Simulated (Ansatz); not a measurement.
Basis sets compared for `C[SiH2]N(C)[SiH2]N(C)[SiH2]N(C)C`. Charge 0, multiplicity 1. Geometry PBE-D4/def2-SVP. Ansatz on 4 threads of Arm Neoverse V1 on a shared host; times are rough, and most runs start from earlier orbitals.

```
atom   x (Å)   y (Å)   z (Å)
  C1   2.656  -1.548   2.755
 Si2   0.924  -2.303   2.731
  N3  -0.229  -1.322   1.828
  C4  -0.525   0.015   2.355
 Si5  -0.968  -1.762   0.297
  N6  -0.407  -0.729  -1.013
  C7   1.039  -0.713  -1.271
 Si8  -1.428   0.212  -2.089
  N9  -0.860   1.867  -2.122
 C10  -0.807   2.667  -3.328
 C11  -0.718   2.621  -0.893
 H12   3.080  -1.486   1.732
 H13   2.641  -0.525   3.184
 H14   3.341  -2.162   3.376
 H15   0.956  -3.665   2.098
 H16   0.447  -2.416   4.161
 H17  -0.553   0.014   3.468
 H18   0.220   0.784   2.042
 H19  -1.522   0.369   2.011
 H20  -2.458  -1.573   0.353
 H21  -0.593  -3.201   0.071
 H22   1.374  -1.577  -1.890
 H23   1.328   0.220  -1.800
 H24   1.613  -0.740  -0.318
 H25  -1.360  -0.219  -3.532
 H26  -2.826   0.010  -1.562
 H27  -1.626   3.427  -3.382
 H28   0.157   3.226  -3.401
 H29  -0.890   2.022  -4.226
 H30  -1.538   3.367  -0.742
 H31  -0.715   1.936  -0.021
 H32   0.245   3.186  -0.873
```

Binding counts from free atoms (C triplet, Si triplet, N quartet, H doublet) in the same basis, without a counterpoise term.

| level | functions | energy (Eh) | HOMO (eV) | LUMO (eV) | binding per atom (eV) | wall time |
| --- | --- | --- | --- | --- | --- | --- |
| PBE-D4/def2-SVP | 271 | -1234.5389 | -4.90 | 0.08 | 3.86 | 7 s |
| PBE0-D4/def2-SVP | 271 | -1234.6876 | -6.22 | 0.94 | 3.81 | 14 s |

(1) Estimate the rows for PBE-D4/def2-TZVP (with forces), PBE0-D4/def2-TZVP.

Results:

(1) 
```csv
level,functions,energy (Eh),HOMO (eV),LUMO (eV),binding per atom (eV),wall time
PBE-D4/def2-TZVP (with forces),485,-1235.2608,-5.05,-0.38,3.85,18 s
PBE0-D4/def2-TZVP,485,-1235.3973,-6.33,0.45,3.80,35 s
```
